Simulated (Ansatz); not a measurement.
This Ansatz (a quantum-chemistry and plane-wave program) input (B2PLYP/cc-pV(Q+d)Z) gives -460.03926 Eh with 64 basis functions. A basis named .json is the Basis Set Exchange file of that set (core-valence sets with the plain set on hydrogen).

Ansatz 0.2 input:
```yaml
crystal:
  periodic: [false, false, false]
  atoms:
    - {symbol: Cl, position_ang: [0.00000000, 0.00000000, 0.00000000]}
basis:
  gaussian:
    orbitals: cc-pV_Q+d_Z.json
hamiltonian:
  xc: {name: B2PLYP}
magnetization: {spin_polarized: true, initial_magnetization: 1}
correlation: {electrons: outside_noble_gas}
scf: {lower_state_search: full}
```

Change:
```diff
- orbitals: cc-pV_Q+d_Z.json
+ orbitals: pcseg-4.json
```

**Question.** What does the run give now?

**Answer.** -460.04127 Eh (B2PLYP/pcseg-4, 105 functions), a change of -2.01 mEh.
